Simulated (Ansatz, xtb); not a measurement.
**Relaxing a trial structure of H4In2NO**

The starting geometry of this gas-phase doublet was built from a drawn formula by distance geometry; its bonds are those of `[NH2][InH][In][OH]`.

```json
{"atom": "In", "x (Å)": "-1.3689", "y (Å)": "0.9980", "z (Å)": "-2.5258"}
{"atom": "In", "x (Å)": "-3.8560", "y (Å)": "2.1926", "z (Å)": "-1.5844"}
{"atom": "N", "x (Å)": "-0.2745", "y (Å)": "0.8074", "z (Å)": "-0.8732"}
{"atom": "O", "x (Å)": "-4.7184", "y (Å)": "1.4555", "z (Å)": "0.1436"}
{"atom": "H", "x (Å)": "0.0362", "y (Å)": "-0.1138", "z (Å)": "-0.5406"}
{"atom": "H", "x (Å)": "-0.4747", "y (Å)": "1.4134", "z (Å)": "-0.0593"}
{"atom": "H", "x (Å)": "-0.7516", "y (Å)": "-0.1682", "z (Å)": "-3.6219"}
{"atom": "H", "x (Å)": "-4.8947", "y (Å)": "0.5122", "z (Å)": "0.0871"}
```

Question: Where would you expect an optimisation with r2SCAN-D4/def2-SVP to take it?

Answer: It keeps its bonds, and is `[NH2][InH][In][OH]`.

The energy falls by 0.40 eV over 24 steps:

```csv
step,E − E(last) (eV)
1,0.396
4,0.099
6,0.056
9,0.031
11,0.022
14,0.007
16,0.003
19,0.001
21,0.000
24,0.000
```

Final geometry (Å):

```xyz
8

In   -1.5444    0.5310   -1.9920
In   -3.7568    2.2569   -1.2691
N     0.1159    0.7994   -0.8241
O    -5.4450    1.6367   -0.3338
H     0.9475    0.2353   -0.9919
H     0.0454    1.0021    0.1703
H    -1.1929   -0.0543   -3.5996
H    -5.4724    0.6899   -0.1345
```

From the same start GFN2-xTB ends elsewhere, differing in In1–In2 (3.73 against 2.90 Å here), In1–O4 (2.33 against 4.38 Å here), In2–N3 (2.47 against 4.16 Å here).

No frequencies were run, so the end isn't proven a minimum. Open shells are spin-unrestricted. Atoms past krypton carry core potentials, without spin–orbit terms. Run with Ansatz 0.2.0, 2.8 min on 2 threads of Intel(R) Xeon(R) Platinum 8488C (Sapphire Rapids), on a shared host.
